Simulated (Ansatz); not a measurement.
## One elementary step

Start structure (SiH₂BrF₃, singlet), relaxed at PBE0-D4/def2-TZVP:

```xyz
7
angstrom
Si -0.6608 0.3514 -0.5436
Br -0.2864 -1.8131 -0.3473
F -1.7632 0.5378 -1.6560
F -1.2570 0.8771 0.8147
H 0.5534 1.0791 -0.9102
H 1.5277 -0.9299 1.2168
F 1.8862 -0.1022 1.4256
```

The step: SiHBrF₂ ([F][SiH]([F])[Br]) + HF → SiHF₃ ([F][SiH]([F])[F]) + HBr; bonds formed: Si1–F7, Br2–H6; bonds broken: Si1–Br2, H6–F7. Computed with Ansatz 0.2.0 (basis: def2-TZVPP and def2-QZVPP); correlated methods freeze the cores. Filled d shells of the heavier atoms are correlated. The def2 sets are not built for correlating such inner shells, so the correlated values are less sure here. Extrapolation: Hartree–Fock as exp(−7.88 √X), correlation as X^−2.97. Energies below are by CCSD(T) at an estimated basis limit (MP2 extrapolated from triple and quadruple zeta, plus CCSD(T) − MP2 in triple zeta).

Problem. What are the electronic barrier and the energy of the step, from the start structure to the end structure? (To be estimated.)

Solution. By the calculation: Barrier 1.272 eV; step energy -0.590 eV (downhill); reverse barrier, their difference, 1.862 eV. Barrier and step energy count from the start structure, the reverse barrier from the end structure.

The saddle point: One imaginary mode of 662i cm⁻¹.
```
   pair  start (Å)  saddle (Å)  end (Å)
 Si1–F7       3.25        1.80     1.58
 Br2–H6       2.55        1.63     1.42
Si1–Br2       2.21        2.58     4.88
  H6–F7       0.93        1.21     2.21
```

Zero-point energy (harmonic, PBE0-D4): ZPE is 0.738 eV at the start and 0.652 eV at the saddle, so the barrier goes from 1.272 to 1.186 eV.

No T1 diagnostic of these runs exceeds 0.011.

Labels in which every atom is bracketed show which atoms are joined, not bond orders.

For scale, one of the runs: CCSD(T)/def2-TZVPP, 211 basis functions, launched by `ansatz run in.yaml --threads 8 --pin off --events-out ev --progress --plain --max-ram 19148MiB`. The run took 85 s on 8 CPU threads of an Arm Neoverse V1 (shared host), with 3.3 GiB of host memory at its peak.
